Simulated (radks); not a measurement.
Values are calculated unless marked as measured or tabulated.
Q: Ionisation of the strontium ion Sr+, [Kr] 5s1, to [Kr] as the strength of local exchange is varied. Code: a radial shooting solver on a logarithmic mesh with Libxc functionals. Model: scalar-relativistic Kohn-Sham, Slater X-alpha exchange (alpha = 2/3 is LDA exchange), no correlation, spin-polarised, spherical densities, finite nucleus; open shells are filled with parallel spins first (spin-orbit coupling, left out, can overturn this in heavy ions); Fermi nuclear charge, rms radius 4.224 fm.

| alpha | E(Sr+) (hartree) | exchange (hartree) | IE (eV) | -e of the level emptied (eV) | <r> of it (bohr) |
|---|---|---|---|---|---|
| 0.581 | -3159.62438 | -84.73544 | 10.219 | 7.750 (5s) | 4.009 |
| 0.602 | -3162.69247 | -87.87781 | 10.339 | 7.877 (5s) | 3.985 |
| 0.667 | -3172.20660 | -97.63930 | 10.715 | 8.275 (5s) | 3.915 |
| 0.926 | -3210.38130 | -137.06186 | 12.277 | 9.951 (5s) | 3.663 |
| 1.008 | -3222.55558 | -149.71845 | 12.793 | 10.510 (5s) | 3.592 |
| 1.033 | -3226.27567 | -153.59392 | 12.952 | 10.684 (5s) | 3.570 |
| x | -3200.02212 | -126.32413 | 11.845 | 9.484 (5s) | 3.728 |

Which alpha was used in the last row?

A: alpha = 0.856. NIST Atomic Spectra Database: 11.030 eV (measured). The Delta-SCF value meets it near alpha = 0.72.
